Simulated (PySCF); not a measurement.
**Cobalt: highly charged ions in a basis for the neutral atom**

Co¹⁰⁺ [Ne] 3s2 3p5, Co¹¹⁺ [Ne] 3s2 3p4. Calculation: PySCF 2.14, in aug-cc-pVDZ; no relativity, point nucleus. No spin-orbit coupling, so a gap to NIST mixes the basis error with missing relativistic terms.

Changed run: basis of the neutral atom used for a highly charged ion. This setting is unsound on purpose.

```
species  method  sound run (hartree)  changed run (hartree)  converged
  Co¹⁰⁺     UHF              not run            -1342.99804        yes
  Co¹⁰⁺    MN15              not run            -1343.87337        yes
  Co¹⁰⁺   B3LYP              not run            -1343.72385        yes
  Co¹¹⁺     UHF              not run            -1331.73083        yes
  Co¹¹⁺    MN15              not run            -1332.49246        yes
  Co¹¹⁺   B3LYP              not run            -1332.39133        yes
```

Ionisation energy of Co¹⁰⁺:

| method | changed run (eV) | NIST (eV) |
| --- | --- | --- |
| UHF | 306.60 | 305.32 ± 0.23 |
| MN15 | 309.69 | 305.32 ± 0.23 |
| B3LYP | 308.37 | 305.32 ± 0.23 |

The contracted functions were made for the neutral atom and can be too rigid for a highly charged ion.
